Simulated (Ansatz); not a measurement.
Basis sets compared for SrO2⁻ (the lowest doublet isomer of a short search). The state is a doublet with charge -1. Geometry PBE0-D4/def2-TZVPD. Ansatz on 4 threads of Arm Neoverse V2 on a shared host; times are rough, and most runs start from earlier orbitals.

```xyz
3

Sr   -1.167   -0.093    0.675
O     0.545   -0.675   -0.504
O     0.622    0.769   -0.170
```

In the def2 sets Sr takes a core potential; there is no spin–orbit coupling. The structure holds 1 bond(s) between oxygen atoms. At PBE-D4/def2-SVPD, PBE-D4/def2-TZVPD, PBE0-D4/def2-SVPD, PBE0-D4/def2-TZVPD the highest occupied level of the charge -1 doublet lies above zero (up to 1.19 eV). By energy differences its removal costs 0.91 eV (vertical, to the charge 0 singlet, at PBE-D4/def2-TZVPD); a positive level beside a positive removal energy at the same level points to self-interaction error. Another isomer (doublet) lies 0.30 eV lower at PBE-D4/def2-TZVPD.

```json
{"level": "PBE-D4/def2-SVPD", "functions": "72", "energy (Eh)": "-180.8712", "HOMO (eV)": "1.17", "LUMO (eV)": "1.64", "wall time": "0.9 s"}
{"level": "PBE0-D4/def2-SVPD", "functions": "72", "energy (Eh)": "-180.8394", "HOMO (eV)": "0.29", "LUMO (eV)": "2.17", "wall time": "0.9 s"}
```

Problem. Estimate the rows for PBE-D4/def2-TZVPD, PBE0-D4/def2-TZVPD.

Solution. 
| level | functions | energy (Eh) | HOMO (eV) | LUMO (eV) | wall time |
| --- | --- | --- | --- | --- | --- |
| PBE-D4/def2-TZVPD | 113 | -181.0561 | 1.19 | 1.55 | 1.1 s |
| PBE0-D4/def2-TZVPD | 113 | -181.0246 | 0.28 | 2.08 | 4 s |
